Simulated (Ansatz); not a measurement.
Reaction (formal loss of a carbene): `CC1(Cl)CBO1` → `ClC1CBO1` + `[CH2]` (triplet)

Program: Ansatz. Geometries: PBE0-D4/def2-TZVP. ΔE: electronic, gas phase. CCSD(T)/CBS adds triple-zeta CCSD(T) − MP2 to the extrapolated MP2 energy (def2 sets, frozen cores). This one scheme is used for every species. DFT in def2-TZVPP. Triplets are unrestricted, without spin–orbit coupling.

`CC1(Cl)CBO1`:

Cartesian coordinates in Å:
```
C -1.325 0.284 0.713
C -0.152 -0.475 0.163
Cl -0.038 -2.066 0.973
C 1.194 0.256 0.039
B 0.883 0.013 -1.486
O -0.279 -0.676 -1.261
H -2.247 -0.271 0.539
H -1.395 1.254 0.215
H -1.199 0.440 1.784
H 2.037 -0.293 0.457
H 1.195 1.275 0.428
H 1.326 0.259 -2.564
```

`ClC1CBO1`:

Cartesian coordinates in Å:
```
Cl -1.245 1.065 -1.724
C -0.439 0.754 -0.179
C -0.351 -0.704 0.269
B 1.183 -0.345 0.198
O 0.981 0.924 -0.282
H -0.852 1.464 0.536
H -0.708 -1.407 -0.484
H -0.817 -0.932 1.227
H 2.249 -0.817 0.439
```

`[CH2]` (triplet):

Z-matrix (Å, degrees):
```
C
H 1 1.079
H 1 1.079 2 134.9
```

| level | ΔE (eV) |
| --- | --- |
| LDA (SPW92) | 5.53 |
| HF/def2-TZVPP | 3.17 |

**Question.** What does CCSD(T)/CBS give? (An estimate is asked.)

**Answer.** Computed: +4.77 eV. The listed levels differ from it by 0.76, -1.60 eV.

Largest T1 diagnostic among the species: 0.013.

At CCSD(T), def2-SVP lies −0.12 eV from the extrapolated value and def2-TZVPP −0.12 eV. From PBE to PBE0 (25 % exact exchange), in def2-TZVPP and without D4, ΔE moves by −0.07 eV. In def2-TZVPP, CCSD(T) changes the Hartree–Fock value by +1.48 eV (the triples alone add +0.13 eV) and MP2 by +1.64 eV.

CCSD(T)/CBS has its own doubt, a few kJ/mol and more with outer-core shells, so smaller differences from it don't rank the levels.
